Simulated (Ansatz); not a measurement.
Total energies of SnEt3(OSiMe3) (C9H24OSiSn) from Ansatz at PBE0-D4/def2-SVP, gas phase (1 Eh = 27.2114 eV = 2625.5 kJ/mol). The reference geometry is relaxed at PBE-D4/def2-SVP.

```csv
atom,x (Å),y (Å),z (Å)
Sn1,0.719,0.347,0.446
C2,2.280,-0.747,1.504
C3,1.727,-2.029,2.132
H4,2.728,-0.071,2.264
H5,3.074,-0.965,0.759
H6,2.527,-2.628,2.620
H7,0.963,-1.811,2.909
H8,1.241,-2.672,1.369
C9,1.469,1.875,-0.929
C10,2.505,2.804,-0.288
H11,0.585,2.439,-1.294
H12,1.886,1.334,-1.803
H13,2.877,3.566,-1.006
H14,2.090,3.359,0.580
H15,3.392,2.246,0.078
C16,-0.828,1.068,1.819
C17,-0.255,1.816,3.026
H18,-1.411,0.176,2.127
H19,-1.515,1.710,1.229
H20,-1.055,2.160,3.717
H21,0.433,1.179,3.621
H22,0.318,2.718,2.726
O23,-0.095,-1.136,-0.671
Si24,-1.438,-1.230,-1.667
C25,-3.015,-0.768,-0.723
C26,-1.555,-3.017,-2.266
C27,-1.249,-0.065,-3.150
H28,-3.917,-0.898,-1.358
H29,-2.995,0.289,-0.384
H30,-3.139,-1.408,0.176
H31,-1.664,-3.710,-1.407
H32,-2.425,-3.166,-2.940
H33,-0.638,-3.307,-2.819
H34,-1.190,0.996,-2.828
H35,-0.323,-0.296,-3.717
H36,-2.106,-0.155,-3.850
```

```tsv
state	geometry	energy (Eh)
charge 0 singlet	reference	-935.49630
charge 1 doublet	reference	-935.18474
free Sn atom (triplet)	–	-214.25429
free C atom (triplet)	–	-37.76066
free H atom (doublet)	–	-0.50029
free O atom (triplet)	–	-74.92490
free Si atom (triplet)	–	-289.15194
```

In the def2 sets Sn takes a core potential; there is no spin–orbit coupling.

(1) Work out the vertical ionisation energy to the doublet.

(2) What is the binding energy per atom against free atoms?

(1) E(charge 1 doublet) − E(charge 0 singlet) = -935.18474 − (-935.49630) = 0.31156 Eh = 8.48 eV. For comparison, −ε of the highest occupied level is 6.99 eV at this level, 1.49 eV less.

(2) Atoms: 1 × (-214.25429) + 9 × (-37.76066) + 24 × (-0.50029) + 1 × (-74.92490) + 1 × (-289.15194) = -930.18403 Eh. Binding: -930.18403 − (-935.49630) = 5.31227 Eh = 144.55 eV, or 4.02 eV for each of 36 atoms (no zero-point energy, no counterpoise term).
